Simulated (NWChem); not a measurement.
System: C3ClF3; SMILES FC(F)=C=C(F)Cl

Input file for NWChem:

```
start job
memory heap 200 mb stack 900 mb global 1100 mb
geometry units angstroms noautosym nocenter noautoz
  F      0.155580     2.388961    -1.083249
  C      0.028280     1.638178     0.000000
  F      0.155580     2.388961     1.083249
  C     -0.190532     0.355629     0.000000
  C     -0.389126    -0.927821     0.000000
  F     -1.594407    -1.499448     0.000000
  Cl     0.869326    -2.132242     0.000000
end
basis spherical
  * library def2-svp
end
dft
  xc xpbe96 cpbe96
  iterations 150
end
cosmo
  do_cosmo_smd true
  solvent etoac
end
task dft energy
```

NWChem printed, in part:

```
             Northwest Computational Chemistry Package (NWChem) 7.3.0
             --------------------------------------------------------

                             Geometry "geometry" -> ""
                             -------------------------

 Output coordinates in angstroms (scale by  1.889725989 to convert to a.u.)

  No.       Tag          Charge          X              Y              Z
 ---- ---------------- ---------- -------------- -------------- --------------
    1 F                    9.0000     0.15558000     2.38896100    -1.08324900
    2 C                    6.0000     0.02828000     1.63817800     0.00000000
    3 F                    9.0000     0.15558000     2.38896100     1.08324900
    4 C                    6.0000    -0.19053200     0.35562900     0.00000000
    5 C                    6.0000    -0.38912600    -0.92782100     0.00000000
    6 F                    9.0000    -1.59440700    -1.49944800     0.00000000
    7 Cl                  17.0000     0.86932600    -2.13224200     0.00000000

 Effective nuclear repulsion energy (a.u.)     332.7528742586

  pbe96 is a nonlocal functional; adding pw91lda local functional.

                                 NWChem DFT Module
                                 -----------------

 Summary of "ao basis" -> "ao basis" (spherical)
 ------------------------------------------------------------------------------
       Tag                 Description            Shells   Functions and Types
 ---------------- ------------------------------  ------  ---------------------
 F                          def2-svp                 6       14   3s2p1d
 C                          def2-svp                 6       14   3s2p1d
 Cl                         def2-svp                 8       18   4s3p1d

 in cosmo_initialize ...
 calling solv_data for solv:etoac

 solvent parameters
 solvname_short: etoac
 solvname_long:  ethyl acetate
 dielec:        5.9867
 dielecinf:     1.8832
 nonaqueous SMD model solvent descriptors
 dielec:        5.9867
 sola:          0.0000
 solb:          0.4500
 solc:          0.0000
 solg:         33.6700
 solh:          0.0000
 soln:          1.3723

          ---------------
          -cosmo- solvent
          ---------------
 Cosmo: York-Karplus, doi: 10.1021/jp992097l
 dielectric constant -eps-     =   5.99
 screen = (eps-1)/(eps    )    =   0.83296
 surface charge correction     = lagrangian

   van der Waals surface
 --------------------------

 ---------- ATOMIC COORDINATES (A.U.) ------------ VDWR(ANG.) --
     1    0.29400357    4.51448169   -2.04704379     1.730
     2    0.05344145    3.09570754    0.00000000     1.850
     3    0.29400357    4.51448169    2.04704379     1.730
     4   -0.36005327    0.67204136    0.00000000     1.850
     5   -0.73534152   -1.75332746    0.00000000     1.850
     6   -3.01299234   -2.83354585    0.00000000     1.730
     7    1.64278793   -4.02935312    0.00000000     2.380
 number of segments per atom =        128
 number of   points per atom =        128
 atom (   nspa,  nppa )
 ----------------------
    1 (     83,     0 )       0
    2 (     32,     0 )       0
    3 (     83,     0 )       0
    4 (     54,     0 )       0
    5 (     18,     0 )       0
    6 (     82,     0 )       0
    7 (    100,     0 )       0
 number of -cosmo- surface points =      452
 molecular surface =    146.543 angstrom**2
 molecular volume  =    124.453 angstrom**3
 -lineq- algorithm             =   0
 -bem- low  level              =   3
 -bem- from -octahedral-
 gaussian surface charge width =   4.50000
 degree of switching           =   1.00000
 switching function tolerance  =   0.00010
 atomic radii =
 --------------
    1  9.000  1.730
    2  6.000  1.850
    3  9.000  1.730
    4  6.000  1.850
    5  6.000  1.850
    6  9.000  1.730
    7 17.000  2.380
 ...... end of -cosmo- initialization ......

 nat:                     7
 ixmem:                  2814
 calling mnsol_interface()
 G(SMD-CDS) energy (kcal/mol)  =     0.597
 SMD-CDS SASA (angstrom**2)    =   146.488

            General Information
            -------------------
          SCF calculation type: DFT
          Wavefunction type:  closed shell.
          No. of atoms     :     7
          No. of electrons :    62
           Alpha electrons :    31
            Beta electrons :    31
          Charge           :     0
          Spin multiplicity:     1
          Use of symmetry is: off; symmetry adaption is: off
          Maximum number of iterations: 150
          AO basis - number of functions:   102
                     number of shells:    44
          Convergence on energy requested:  1.00D-06
          Convergence on density requested:  1.00D-05
          Convergence on gradient requested:  5.00D-04

              XC Information
              --------------
          PerdewBurkeErnzerhof Exchange Functional  1.000
            Perdew 1991 LDA Correlation Functional  1.000 local
           PerdewBurkeErnz. Correlation Functional  1.000 non-local

             Grid Information
             ----------------
          Grid used for XC integration:  medium
          Radial quadrature: Mura-Knowles
          Angular quadrature: Lebedev.
          Tag              B.-S. Rad. Rad. Pts. Rad. Cut. Ang. Pts.
          ---              ---------- --------- --------- ---------
          F                   0.50       49          11.0       434
          C                   0.70       49          10.0       434
          Cl                  1.00       88          10.0       590
          Grid pruning is: on
          Number of quadrature shells:   382
          Spatial weights used:  Erf1

      Superposition of Atomic Density Guess
      -------------------------------------

 Sum of atomic energies:        -870.07548489

      Non-variational initial energy
      ------------------------------

 Total energy =    -872.566700
 1-e energy   =   -1866.420648
 2-e energy   =     661.101073
 HOMO         =      -0.281047
 LUMO         =       0.044542

   convergence    iter        energy       DeltaE   RMS-Dens  Diis-err
 ---------------- ----- ----------------- --------- --------- ---------
     COSMO gas phase
 d= 0,ls=0.0,diis     1   -872.6661968710 -1.21D+03  3.11D-02  2.03D+00
 d= 0,ls=0.0,diis     2   -872.1626130777  5.04D-01  1.88D-02  7.21D+00
 d= 0,ls=0.0,diis     3   -872.8940019635 -7.31D-01  3.06D-03  6.72D-02
 d= 0,ls=0.0,diis     4   -872.8933156437  6.86D-04  2.40D-03  5.58D-02
 d= 0,ls=0.0,diis     5   -872.8991728383 -5.86D-03  9.47D-04  1.47D-02
  Resetting Diis
 d= 0,ls=0.0,diis     6   -872.9010974317 -1.92D-03  2.07D-04  4.99D-04
 d= 0,ls=0.0,diis     7   -872.9011533872 -5.60D-05  1.12D-04  2.08D-05
 d= 0,ls=0.0,diis     8   -872.9011386414  1.47D-05  8.31D-05  1.29D-04
 d= 0,ls=0.0,diis     9   -872.9011559361 -1.73D-05  1.15D-05  1.30D-06
 d= 0,ls=0.0,diis    10   -872.9011560771 -1.41D-07  4.03D-06  2.53D-07

   convergence    iter        energy       DeltaE   RMS-Dens  Diis-err
 ---------------- ----- ----------------- --------- --------- ---------
     COSMO solvation phase
 d= 0,ls=0.0,diis     1   -872.9013295512 -1.73D-04  4.59D-04  2.47D-04
 d= 0,ls=0.0,diis     2   -872.9013068607  2.27D-05  2.04D-04  5.94D-04
 d= 0,ls=0.0,diis     3   -872.9013762467 -6.94D-05  6.46D-05  3.74D-05
 d= 0,ls=0.0,diis     4   -872.9013779325 -1.69D-06  3.66D-05  1.97D-05
 d= 0,ls=0.0,diis     5   -872.9013804435 -2.51D-06  6.90D-06  6.77D-07
 d= 0,ls=0.0,diis     6   -872.9013805062 -6.27D-08  3.02D-06  7.03D-08

         Total DFT energy =     -872.901380506248
      One electron energy =    -1866.914704952843
           Coulomb energy =      736.649143538846
    Exchange-Corr. energy =      -75.201376937193
 Nuclear repulsion energy =      332.752874258621

             COSMO energy =       -0.187316413680

 Numeric. integr. density =       61.999996895682

                                COSMO-SMD solvation results
                                ---------------------------

             internal energy in gas <Psi(g)|H|Psi(g)> =      -872.901156077136
         internal energy in solvent <Psi(s)|H|Psi(s)> =      -872.901099457813
                               delta internal energy  =         0.000056619323 (    0.04 kcal/mol)
   total free energy in solvent <Psi(s)|H+V/2|Psi(s)> =      -872.902332457482
 polarization energy contribution <Psi(s)|V/2|Psi(s)> =        -0.001232999669 (   -0.77 kcal/mol)
    total free energy in solvent including G(SMD-CDS) =      -872.901380506248
                       G(SMD-CDS) energy contribution =         0.000951951234 (    0.60 kcal/mol)
     1 M fixed-concentration free energy of solvation =        -0.000224429113 (   -0.14 kcal/mol)

                       DFT Final Molecular Orbital Analysis
                       ------------------------------------

 Vector   29  Occ=2.000000D+00  E=-3.045315D-01
              MO Center=  6.2D-01, -1.8D+00,  2.1D-09, r^2= 2.1D+00
   Bfn.  Coefficient  Atom+Function         Bfn.  Coefficient  Atom+Function
  ----- ------------  ---------------      ----- ------------  ---------------
    95      0.461348  7 Cl px                92      0.362040  7 Cl px
    96      0.361528  7 Cl py                93      0.276287  7 Cl py
    89      0.208347  7 Cl px                74     -0.180042  6 F  px
    90      0.160358  7 Cl py                46      0.131698  4 C  px
    77      0.125738  6 F  px                49      0.101427  4 C  px

 Vector   30  Occ=2.000000D+00  E=-2.486532D-01
              MO Center= -2.6D-02, -5.2D-01, -4.9D-09, r^2= 3.0D+00
   Bfn.  Coefficient  Atom+Function         Bfn.  Coefficient  Atom+Function
  ----- ------------  ---------------      ----- ------------  ---------------
    48      0.417972  4 C  pz                97     -0.366009  7 Cl pz
    62      0.301264  5 C  pz                51      0.278619  4 C  pz
    94     -0.262929  7 Cl pz                76      0.207311  6 F  pz
    79     -0.155559  6 F  pz                91     -0.151025  7 Cl pz
     5      0.129473  1 F  py                33     -0.129473  3 F  py

 Vector   31  Occ=2.000000D+00  E=-2.475599D-01
              MO Center= -2.0D-03,  6.4D-01, -6.9D-10, r^2= 3.1D+00
   Bfn.  Coefficient  Atom+Function         Bfn.  Coefficient  Atom+Function
  ----- ------------  ---------------      ----- ------------  ---------------
    46      0.419447  4 C  px                18      0.337006  2 C  px
    49      0.299896  4 C  px                96     -0.232859  7 Cl py
     4      0.229364  1 F  px                32      0.229364  3 F  px
    93     -0.181072  7 Cl py                 7     -0.167398  1 F  px
    35     -0.167398  3 F  px                75     -0.127333  6 F  py

 Vector   32  Occ=0.000000D+00  E=-6.349678D-02
              MO Center= -2.2D-01, -1.7D-01,  1.5D-09, r^2= 2.8D+00
   Bfn.  Coefficient  Atom+Function         Bfn.  Coefficient  Atom+Function
  ----- ------------  ---------------      ----- ------------  ---------------
    62      0.531719  5 C  pz                65      0.491429  5 C  pz
    51     -0.385816  4 C  pz                48     -0.364705  4 C  pz
    97     -0.230339  7 Cl pz                20     -0.221199  2 C  pz
    76      0.202538  6 F  pz                23     -0.194938  2 C  pz
    79     -0.182726  6 F  pz                 5     -0.152431  1 F  py

 Vector   33  Occ=0.000000D+00  E=-5.905103D-02
              MO Center= -1.7D-03,  4.1D-01,  4.7D-10, r^2= 3.6D+00
   Bfn.  Coefficient  Atom+Function         Bfn.  Coefficient  Atom+Function
  ----- ------------  ---------------      ----- ------------  ---------------
    18      0.525069  2 C  px                21      0.385463  2 C  px
    63     -0.384384  5 C  px                96      0.375895  7 Cl py
    46     -0.304667  4 C  px                59     -0.299331  5 C  s
    60     -0.283985  5 C  px                88      0.261199  7 Cl s
    45      0.253148  4 C  s                 49     -0.229047  4 C  px

 Vector   34  Occ=0.000000D+00  E= 1.354916D-02
              MO Center=  1.1D-01, -1.3D+00, -1.8D-09, r^2= 2.7D+00
   Bfn.  Coefficient  Atom+Function         Bfn.  Coefficient  Atom+Function
  ----- ------------  ---------------      ----- ------------  ---------------
    59      1.254824  5 C  s                 95      0.605385  7 Cl px
    88     -0.550535  7 Cl s                 58      0.523083  5 C  s
    45     -0.490718  4 C  s                 96     -0.451950  7 Cl py
    61     -0.366931  5 C  py                73     -0.317286  6 F  s
    50      0.285032  4 C  py                49     -0.261845  4 C  px

     Multipole analysis of the density
     ---------------------------------

     L   x y z        total         alpha         beta         nuclear
     -   - - -        -----         -----         ----         -------
     0   0 0 0     -0.000000    -31.000000    -31.000000     62.000000

     1   1 0 0      0.119772      0.134482      0.134482     -0.149192
     1   0 1 0      0.042530      0.348123      0.348123     -0.653717
     1   0 0 1      0.000000      0.000000      0.000000      0.000000

     2   2 0 0    -31.809301    -82.493204    -82.493204    133.177108
     2   1 1 0     -0.828880      1.847942      1.847942     -4.524764
     2   1 0 1      0.000000      0.000000      0.000000      0.000000
     2   0 2 0    -32.218765   -412.995648   -412.995648    793.772531
     2   0 1 1      0.000000      0.000000      0.000000      0.000000
     2   0 0 2    -32.266044    -53.846516    -53.846516     75.426989
```

Level: PBE/def2-SVP, SMD on the gas-phase geometry. Coordinates come from a B3LYP/6-31G* (spherical d) optimisation. Solvent: ethyl acetate.
